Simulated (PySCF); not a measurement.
A structure optimised at PBE-D3(BJ)/def2-SVP, used in a PySCF frequency run:

```xyz
12

B     -0.6244     0.3796     0.4571
H     -1.7868    -0.0036     0.4560
C      0.3266     0.0682    -0.7699
C      0.3371    -1.4121    -1.1872
H      1.3654     0.4244    -0.5844
H     -0.0481     0.6783    -1.6258
H     -0.6885    -1.7759    -1.4047
H      0.7437    -2.0596    -0.3823
H      0.9527    -1.5909    -2.0933
N     -0.1939     1.1011     1.5777
H     -0.7986     1.3240     2.3684
H      0.7573     1.4606     1.6794
```
Charge 0, spin multiplicity 1.

Q: Write its SMILES and formula.

A: CCBN, C2H8BN

Q: What are its rotational constants (standard atomic weights)?

A: 23.085, 3.6432, 3.5208 GHz
